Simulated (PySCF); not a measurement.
AuBr: mean field, correlation and small terms against distance

State: ¹Σ⁺, singlet, closed shell. RHF-based CCSD(T) in PySCF 2.14 with Au cc-pVTZ-PP with ECP60, Br cc-pVTZ-PP with ECP10 and Au cc-pVQZ-PP with ECP60, Br cc-pVQZ-PP with ECP10 (frozen core orbitals: 13; scalar-relativistic core potentials). Correlation energies are extrapolated as n⁻³ (n = 3, 4), Hartree–Fock as (n+1)·exp(−9√n). All energies in eV from Au (5d10 6s1) + Br.

```json
{"R (Å)": "2.0868", "HF/CBS": "-0.570", "CCSD corr.": "-1.331", "(T)": "-0.1803", "total": "-2.081"}
{"R (Å)": "2.1816", "HF/CBS": "-1.139", "CCSD corr.": "-1.207", "(T)": "-0.1708", "total": "-2.517"}
{"R (Å)": "2.2765", "HF/CBS": "-1.442", "CCSD corr.": "-1.096", "(T)": "-0.1626", "total": "-2.701"}
{"R (Å)": "2.3713", "HF/CBS": "-1.563", "CCSD corr.": "-0.999", "(T)": "-0.1560", "total": "-2.718"}
{"R (Å)": "2.4662", "HF/CBS": "-1.561", "CCSD corr.": "-0.915", "(T)": "-0.1514", "total": "-2.628"}
{"R (Å)": "2.5847", "HF/CBS": "-1.448", "CCSD corr.": "-0.828", "(T)": "-0.1488", "total": "-2.425"}
{"R (Å)": "2.7033", "HF/CBS": "-1.260", "CCSD corr.": "-0.759", "(T)": "-0.1502", "total": "-2.169"}
```

A fit to the total gives Re = 2.3348 Å, De = 2.727 eV, ωe = 259.7 cm⁻¹, Be = 0.05489 cm⁻¹ (masses 196.9666 and 78.9183 u).

Problem. At R = 2.3713 Å the CCSD correlation energy is -0.537158 hartree in the smaller basis and -0.585405 in the larger. Extrapolate it.

Solution. (4³·E4 − 3³·E3)/(4³ − 3³) = -0.62061 hartree; the larger basis holds 94.3 % of it.

The T1 diagnostic is 0.029, large enough to doubt a single reference. The open-shell atoms are computed with UHF. Spin–orbit coupling, excitations beyond (T) and corrections to the Born–Oppenheimer picture are left out, and spin–orbit coupling matters for open p, d or f shells this heavy.
